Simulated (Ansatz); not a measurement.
`CB[SiH2]SC` + HI → `CS[SiH2]I` + `BC` at 600 K and 1 bar (cleavage of the Si–B bond).

Computed with Ansatz on PBE0-D4/def2-TZVP structures; ΔE is electronic, products minus reactants. CCSD(T)/CBS is the MP2 limit (def2-TZVPP, def2-QZVPP) plus CCSD(T) − MP2 in def2-TZVPP, frozen cores. This one scheme is used for every species. def2 core potentials past Kr. For I outer-core shells are correlated without core-valence functions, which leaves a few kJ/mol of doubt a bond. Each species was taken in one conformer, which may not be the lowest.

```
     species  CCSD(T)/CBS energy (Eh)  H − E (kJ/mol)  S (J/(mol·K))
`CB[SiH2]SC`               -793.17470           352.8          514.7
          HI               -298.03592            31.6          227.0
 `CS[SiH2]I`              -1025.41950           207.1          444.5
        `BC`                -65.83255           180.5          296.9
```

H − E and S are ideal-gas, rigid-rotor, harmonic terms from PBE0-D4/def2-TZVP, for one conformer and one mirror image of each species. 1 Eh = 2625.50 kJ/mol, R = 8.31446 J/(mol·K).

Question: By hand: ΔE, ΔH, ΔS and ΔG.

Answer: ΔE = (-1025.41950) + (-65.83255) − (-793.17470) − (-298.03592) = -0.04143 Eh = -108.8 kJ/mol. Δ(H − E) = 207.1 + 180.5 − 352.8 − 31.6 = 3.2, so ΔH = -105.6 kJ/mol. ΔS = 444.5 + 296.9 − 514.7 − 227.0 = -0.3 J/(mol·K). ΔG = -105.6 − 600 × (-0.3)/1000 = -105.4 kJ/mol.

Question: By hand: the equilibrium constant, and the temperature at which ΔG would vanish if ΔH and ΔS stayed fixed.

Answer: log₁₀ K = −ΔG/(RT ln 10) = 9.2. ΔG = 0 at ΔH/ΔS = 352000 K, far beyond where these terms or the molecules hold.

The number of gas molecules stays the same, so ΔS is small and ΔH decides. A doubt of 5 kJ/mol in ΔE shifts log₁₀ K by 0.4 here. Other conformers and mirror images would add mixing entropy, several J/(mol·K) or more a flexible species. Modes under 60 cm⁻¹, often nearly free rotors, make the harmonic entropy too high. These are equilibria of isolated gas molecules and say nothing of rates. Largest T1 diagnostic: 0.011 (customary marks: 0.02 for closed shells, 0.045 for open ones).
